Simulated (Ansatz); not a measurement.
Consider the ligand exchange at a Ge–C bond: `[CH3][GeH]([F])[Cl]` + H–F → `[F][GeH]([F])[Cl]` + CH₄.

Calculated with Ansatz (gas phase, PBE0-D4/def2-TZVP geometries, no zero-point term in ΔE). CCSD(T)/CBS adds triple-zeta CCSD(T) − MP2 to the extrapolated MP2 energy (def2 sets, frozen cores). This one scheme is used for every species. DFT in def2-TZVPP. HSE06 is defined as in plane-wave codes. For Ge outer-core shells are correlated without core-valence functions, which leaves a few kJ/mol of doubt a bond. Scalar relativity is left out up to krypton.

Task: Is it downhill or uphill in electronic energy at CCSD(T)/CBS, and by how much? (An estimate is asked.)

Result: Computed: Downhill: ΔE = -59.2 kJ/mol.

Task: What do these levels give: LDA (SPW92), PBE0-D4, r2SCAN0, HSE06, BHLYP, CCSD/def2-TZVPP? (Best estimate.)

Result: The calculation gave: LDA (SPW92) -60.4, PBE0-D4 -62.1, r2SCAN0 -70.6, HSE06 -65.0, BHLYP -77.7, CCSD/def2-TZVPP -66.2 kJ/mol.

Task: What do rigid-rotor, harmonic-oscillator terms from PBE0-D4/def2-TZVP frequencies (298.15 K, 1 bar) make of the CCSD(T)/CBS value? (An estimate is asked.)

Result: The calculation gave: ΔZPE = +2.9 kJ/mol, ΔH = -57.8 kJ/mol, ΔS = -8 J/(mol·K), ΔG = -55.6 kJ/mol.

Largest T1 diagnostic among the species: 0.012.

From r2SCAN to r2SCAN0 (25 % exact exchange), in def2-TZVPP and without D4, ΔE moves by +4.9 kJ/mol. The D4 term adds +5.3 kJ/mol with B3LYP and +3.0 kJ/mol with PBE0; it sums over pairs of atoms, weighted by their polarisabilities, and B3LYP, whose exchange is more repulsive, gets the larger term. At CCSD(T), def2-SVP lies −24.9 kJ/mol from the extrapolated value and def2-TZVPP −6.1 kJ/mol.

B3LYP here is the variant with VWN-RPA as its local correlation; programs differ in this.
